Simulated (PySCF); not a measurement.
Computed shifts of a molecule C3H5BF2, B3LYP/pcSseg-1 run with PySCF, GIAO, gas phase, equivalent atoms averaged, in ppm (number of nuclei): ¹⁹F: -45.4 (1), -228.0 (1). ¹³C: 95.8 (1), 23.8 (1), 18.1 (1). ¹H: 5.31 (1), 3.05 (1), 1.84 (1), 1.77 (1), 1.46 (1). References: ¹⁹F against CFCl3 (σ = 161.7 ppm); ¹¹B against BF3 (σ = 86.3 ppm); ¹³C against TMS (σ = 181.3 ppm); ¹H against TMS (σ = 31.68 ppm), references at their B3LYP-D3(BJ)/def2-TZVP geometries, non-relativistic. Geometry optimised at PBE-D3(BJ)/def2-SVP. One conformer was computed; it need not be the lowest.

Q: Pick the molecule that these values belong to.
A. FB1CC(F)C1
B. FB1CC[C@@H]1F
C. C=C(C)B(F)F
D. FB(F)C1CC1

A: B, FB1CC[C@@H]1F
